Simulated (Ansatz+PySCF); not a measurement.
The numbers below are computed, except where a source is named.
# Several solutions for triplet NiCl₂

```xyz
3

Ni    0.0000    0.0000    0.0000
Cl    0.0000    0.0000    2.1382
Cl    0.0000    0.0000   -2.1382
```

Basis set: def2-SVP (spherical functions). Charge 0, multiplicity 3.

ωB97X (restricted open-shell) was run from several starts with Ansatz (development build ahead of 0.2.0) and PySCF 2.14.0.

| run | program | start | converged | energy (hartree) | <S²> |
| --- | --- | --- | --- | --- | --- |
| A | Ansatz | atomic start, no search | yes | -2428.32777 | 2.00 |
| B | Ansatz | stability test followed | yes | -2428.33089 | 2.00 |
| C | Ansatz | search for the lowest state | yes | -2428.33089 | 2.00 |
| D | PySCF | program defaults | yes | -2428.32736 | 2.00 |

**Question.** Which runs reached the lowest solution of this kind, and what is wrong with the others?

**Answer.** B, C reached the lowest solution found. Converged but too high: A by 0.08 eV, D by 0.10 eV. Convergence only shows a stationary point, and even a stable one can lie too high; stability tests and further starts are what find lower ones. Caution: other spin multiplicities were not run.
